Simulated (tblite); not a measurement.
CH10O2Si3.
Bonds: Si1–C2, C2–O3, O3–Si4, Si4–O5, O5–Si6. Hydrogens: H7, H8, H9 on Si1; H10, H11 on C2; H12, H13 on Si4; H14, H15, H16 on Si6.

Computed with GFN2-xTB (tblite), gas phase: L-BFGS steps from a force-field or distance-geometry start until the largest atomic force falls under 0.01 eV/Å.

Step 0: E = -563.5000 eV
```
atom  x, y, z in Å  |  force x, y, z in eV/Å
Si1     3.2035   -0.1218   -0.7387    0.658   0.666  -0.325
C2      1.4824   -0.3063    0.0198    0.004  -0.414   0.479
O3      0.8314    0.9054    0.3863   -1.056  -0.257   0.235
Si4    -0.6869    0.8366    1.0679    0.509   0.044   0.054
O5     -1.7312    0.0402    0.0771   -0.510   0.088   0.305
Si6    -3.3464   -0.3169    0.0044    0.127   0.064   0.091
H7      4.1265    0.5639    0.1985   -0.252  -0.148  -0.187
H8      3.7637   -1.4558   -1.0432   -0.213   0.149   0.099
H9      3.1340    0.6529   -2.0043   -0.010  -0.185   0.321
H10     1.5980   -0.9338    0.9313   -0.244   0.149  -0.374
H11     0.8681   -0.8657   -0.6927   -0.188  -0.016   0.164
H12    -0.5881    0.0822    2.3546   -0.074   0.117  -0.507
H13    -1.1844    2.2011    1.3488    0.406  -0.422  -0.370
H14    -3.6206   -1.1057   -1.2189    0.363   0.240   0.257
H15    -3.7210   -1.1054    1.2012    0.182   0.171  -0.232
H16    -4.1365    0.9378   -0.0043    0.299  -0.246  -0.009
```

Step 1: E = -563.5574 eV
```
atom  x, y, z in Å  |  force x, y, z in eV/Å
Si1     3.2129   -0.1123   -0.7433    0.263   0.378  -0.130
C2      1.4824   -0.3122    0.0266    0.034  -0.072   0.039
O3      0.8163    0.9018    0.3897   -0.538  -0.345   0.041
Si4    -0.6797    0.8373    1.0686    0.030  -0.079   0.046
O5     -1.7384    0.0414    0.0815   -0.266   0.164   0.358
Si6    -3.3446   -0.3160    0.0057    0.070   0.050   0.087
H7      4.1229    0.5618    0.1959   -0.123  -0.049  -0.077
H8      3.7607   -1.4536   -1.0418   -0.194   0.165   0.091
H9      3.1339    0.6503   -1.9997   -0.014  -0.067   0.147
H10     1.5945   -0.9317    0.9259   -0.189  -0.032  -0.076
H11     0.8654   -0.8659   -0.6904   -0.116  -0.010   0.185
H12    -0.5891    0.0839    2.3474   -0.068   0.058  -0.392
H13    -1.1786    2.1951    1.3435    0.375  -0.312  -0.342
H14    -3.6154   -1.1022   -1.2153    0.344   0.201   0.199
H15    -3.7184   -1.1030    1.1979    0.149   0.124  -0.165
H16    -4.1323    0.9343   -0.0045    0.241  -0.174  -0.010
```

**Question.** Estimate the geometry and energy of step 2. (The exact step hangs on the optimiser's Hessian estimate; all steps are aligned on step 1, rigid shifts and turns removed.)

**Answer.** E = -563.6049 eV, largest force 0.487 eV/Å
```
atom  x, y, z in Å  |  force x, y, z in eV/Å
Si1     3.2250   -0.0965   -0.7493   -0.233  -0.056   0.123
C2      1.4835   -0.3168    0.0306    0.032   0.178  -0.264
O3      0.7933    0.8894    0.3923    0.163  -0.290  -0.225
Si4    -0.6758    0.8350    1.0704   -0.442  -0.198   0.046
O5     -1.7498    0.0471    0.0945   -0.019   0.167   0.296
Si6    -3.3416   -0.3141    0.0089   -0.009   0.022   0.069
H7      4.1176    0.5594    0.1924    0.079   0.110   0.107
H8      3.7533   -1.4476   -1.0383   -0.157   0.168   0.073
H9      3.1334    0.6471   -1.9932   -0.022   0.128  -0.146
H10     1.5872   -0.9318    0.9214   -0.087  -0.172   0.155
H11     0.8606   -0.8663   -0.6836   -0.039  -0.051   0.117
H12    -0.5917    0.0864    2.3321   -0.062  -0.083  -0.118
H13    -1.1645    2.1828    1.3305    0.285  -0.045  -0.275
H14    -3.6024   -1.0945   -1.2075    0.308   0.114   0.071
H15    -3.7127   -1.0981    1.1913    0.083   0.022  -0.018
H16    -4.1229    0.9274   -0.0048    0.118  -0.015  -0.010
```

The energy changes by -0.0475 eV. The first-order estimate −F·Δx gives -0.0788 eV and the mean of the old and new forces, exact on a quadratic surface, -0.0470 eV. The step makes an angle of 6° with the force vector and moves no atom by more than 0.026 Å.

What follows is the cost of the whole relaxation. Hardware: Arm Neoverse V1, one thread, shared host with 32 logical CPUs at a one-minute load of 24. Cost: 1.4 s wall.
